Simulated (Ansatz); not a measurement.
One change: `[NH2][Hf]([OH])([OH])[F]` becomes `[NH2][Zr]([OH])([OH])[F]`.

Ansatz, PBE0-D4/def2-TZVP geometries, multiplicity 1. Each molecule was computed in one conformer, which needn't be the lowest.

Elements past krypton have def2 core potentials.

```json
{"property": "size of the dipole moment (PBE/def2-TZVPP) / D", "`[NH2][Hf]([OH])([OH])[F]`": "2.54"}
{"property": "HOMO–LUMO gap (PBE/def2-TZVPP) / eV", "`[NH2][Hf]([OH])([OH])[F]`": "4.97"}
{"property": "HOMO–LUMO gap (PBE0/def2-TZVPP) / eV", "`[NH2][Hf]([OH])([OH])[F]`": "7.12"}
{"property": "ideal-gas entropy at 298 K and 1 bar (rigid rotor, harmonic PBE0-D4/def2-TZVP) / J/(mol·K)", "`[NH2][Hf]([OH])([OH])[F]`": "404"}
{"property": "size of the dipole moment (B3LYP/def2-TZVPP) / D", "`[NH2][Hf]([OH])([OH])[F]`": "2.62"}
{"property": "HOMO energy (B3LYP/def2-TZVPP) / eV", "`[NH2][Hf]([OH])([OH])[F]`": "-6.98"}
```

(1) What does the change do to each property? (Estimate.)

## Answers

(1) Ansatz gave: 
```
                                                                                  property  `[NH2][Zr]([OH])([OH])[F]`  shift
                                            size of the dipole moment (PBE/def2-TZVPP) / D                        2.58   0.04
                                                       HOMO–LUMO gap (PBE/def2-TZVPP) / eV                        4.97   0.00
                                                      HOMO–LUMO gap (PBE0/def2-TZVPP) / eV                        7.04  -0.08
ideal-gas entropy at 298 K and 1 bar (rigid rotor, harmonic PBE0-D4/def2-TZVP) / J/(mol·K)                         394    -10
                                          size of the dipole moment (B3LYP/def2-TZVPP) / D                        2.66   0.04
                                                       HOMO energy (B3LYP/def2-TZVPP) / eV                       -7.03  -0.05
```

Dipoles are sizes alone; their direction can turn.

Positive LUMOs are unbound, so they and the gaps depend on the basis.

B3LYP here is the variant with VWN-RPA as its local correlation; programs differ in this.
